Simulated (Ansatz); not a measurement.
Wavefunction ladder for C4H6Si, SMILES `C#CC(=C)[SiH3]`

Cartesian coordinates in Å:
```
C 0.581 1.960 -1.524
C 0.499 0.962 -0.854
C 0.313 -0.184 -0.039
C 1.252 -1.129 0.090
Si -1.330 -0.317 0.861
H 0.672 2.836 -2.121
H 1.090 -1.998 0.718
H 2.205 -1.061 -0.427
H -2.446 -0.343 -0.118
H -1.513 0.850 1.761
H -1.323 -1.574 1.655
```

Total charge 0; spin multiplicity 1. The structure was optimised at the PBE0-D4/def2-TZVP level. Frozen core, restricted reference, the Gaussian-basis code of Ansatz. CBS rows extrapolate triple and quadruple zeta; past MP2 they add the triple-zeta difference.

| basis | HF (Eh) | MP2 corr. | CCSD corr. | (T) | CCSD(T) total |
| --- | --- | --- | --- | --- | --- |
| def2-TZVPP | -443.87709 | ? | -0.78563 | -0.03899 | ? |
| def2-QZVPP | -443.89259 | ? | – | – | – |
| CBS(def2) | ? | ? | -0.87001 | as TZ | ? |

**Question.** Fill in the withheld values. (An estimate is asked.)

**Answer.** Ansatz gave: def2-TZVPP MP2 corr.: -0.74508; def2-TZVPP CCSD(T) total: -444.70171; def2-QZVPP MP2 corr.: -0.79355; CBS(def2) HF (Eh): -443.89472; CBS(def2) MP2 corr.: -0.82945; CBS(def2) CCSD(T) total: -444.80372.
